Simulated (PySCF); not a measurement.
Computed shifts of a molecule C2H5BO3, B3LYP/pcSseg-1 (PySCF), GIAO, gas phase, equivalent atoms averaged, in ppm (number of nuclei): ¹³C: 70.8 (2). ¹H: 4.51 (2), 4.42 (2), 3.18 (1). References: ¹⁷O against H2O (σ = 333.8 ppm); ¹¹B against BF3 (σ = 86.3 ppm); ¹³C against TMS (σ = 181.3 ppm); ¹H against TMS (σ = 31.68 ppm), references at their B3LYP-D3(BJ)/def2-TZVP geometries, non-relativistic. Geometry optimised at PBE0-D3(BJ)/def2-SVP. A frequency run showed that this geometry is not a minimum. The values are those of a single conformer.

**Question.** Identify the compound among the candidates.
A. OB1OC[C@@H]1O
B. OCB1OCO1
C. OB1OCCO1
D. CC1OB(O)O1

**Answer.** C, OB1OCCO1
